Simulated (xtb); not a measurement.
F₂H₅NSi₂, SMILES F[SiH2]N[SiH2]F. All values are semi-empirical tight-binding results from xtb (GFN2-xTB unless named), good for trends rather than for accurate numbers. Geometry: GFN2-xTB. This is a generated structure with no PubChem entry under its InChIKey; it may be hypothetical. Other conformers were not sampled.

Computed properties:
- orbital gap = 5.48 eV
- dipole moment = 1.67 D
- zero-point energy = 33.7 kcal/mol
- G − E(el) at 298.15 K (modified RRHO) = 13.1 kcal/mol
- static polarisability (D4 model) = 71.0 bohr³
- solvation energy, GFN2-xTB/ALPB(water) = 0.2 kcal/mol
- solvation energy, GFN2-xTB/ALPB(acetone) = -2.2 kcal/mol
